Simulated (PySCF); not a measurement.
# [PbBr3]−: from a saddle point downhill

PySCF 2.14.0, RKS B3LYP, Pb def2-SVP with ECP60, Br def2-SVP; non-relativistic Hamiltonian with scalar-relativistic core potentials where named; density fitting; no spin-orbit coupling. Relaxed within the symmetry of its start, the geometry (C2v, nearly D3h) is

```xyz
4

Pb   -0.0178    0.0000    0.0000
Br   -1.3978    0.0000    2.5208
Br   -1.3978    0.0000   -2.5208
Br    2.8425    0.0000    0.0000
```

and its lowest harmonic modes are -62, 24, 29, 147, 151, 153 cm⁻¹ (negative: unstable). It was moved along the lowest mode and relaxed again, within the group Cs that the move left.

Question: Where does it end, and how much lower?

Answer: In C3v, 0.469 eV lower, after 6 steps:
```xyz
4

Pb    0.0032   -0.7955    0.0000
Br   -1.2498    0.4067    2.1820
Br   -1.2498    0.4067   -2.1820
Br    2.5255    0.3910    0.0000
```

Question: How do the contacts change?

Answer: 
```csv
contact,saddle (Å),end (Å)
Pb1–Br2 (Br),2.874,2.789
Pb1–Br3 (Br),2.874,2.789
Pb1–Br4 (Br),2.860,2.787
```


Question: Is the end a minimum?

Answer: Yes, as far as the noise of the softest modes lets one tell (those above −25 cm⁻¹ count as noise); lowest modes 54, 54, 64, 171, 171, 178 cm⁻¹.

State: singlet.
